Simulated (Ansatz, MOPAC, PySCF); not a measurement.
Isomers of C2H5NO: 1 is CC(N)=O, 2 is N(C)C=O; one conformer of each (the lowest of an xTB search), B3LYP-D3(BJ)/def2-TZVP minima.
Isomer 1 (charge 0, multiplicity 1):
```csv
atom,x (Å),y (Å),z (Å)
C,-1.0644,-0.3037,-0.0316
C,0.2294,0.3839,-0.4194
N,1.3027,0.1178,0.3775
O,0.3043,1.1251,-1.3795
H,-1.4036,-0.9029,-0.8764
H,-0.9764,-0.9415,0.8477
H,-1.8199,0.4597,0.1539
H,1.2459,-0.4928,1.1712
H,2.1820,0.5543,0.1567
```
Isomer 2 (charge 0, multiplicity 1):
```xyz
9

C     -1.1240     0.0167     0.0017
N      0.2317    -0.4392     0.2412
C      1.3292     0.2523    -0.1525
O      1.3206     1.3134    -0.7396
H     -1.6746    -0.6950    -0.6166
H     -1.0646     0.9677    -0.5214
H     -1.6618     0.1608     0.9409
H      0.3784    -1.3109     0.7215
H      2.2651    -0.2659     0.1247
```

No zero-point or thermal terms.

Rows in 6-311+G**, STO-3G carry no dispersion term and start afresh at each structure. The state that PM7 reach isn't checked; PM7 holds dispersion and hydrogen-bond terms.

Codes used: Ansatz (a first-principles code) with Gaussian orbitals; MOPAC for PM7 (differences of heats of formation); PySCF for 6-311+G** rows, STO-3G rows. Values without a source in brackets are computed.

Question: One of these levels gives 42.5 kJ/mol for the electronic energy of isomer 2 less that of isomer 1. Name it.
(A) PM7
(B) HF/cc-pVTZ
(C) B3LYP/6-311+G**
(D) HF/STO-3G

Answer: C, B3LYP/6-311+G**. The others give 57.8 (PM7), 19.7 (HF/STO-3G), 46.4 (HF/cc-pVTZ)
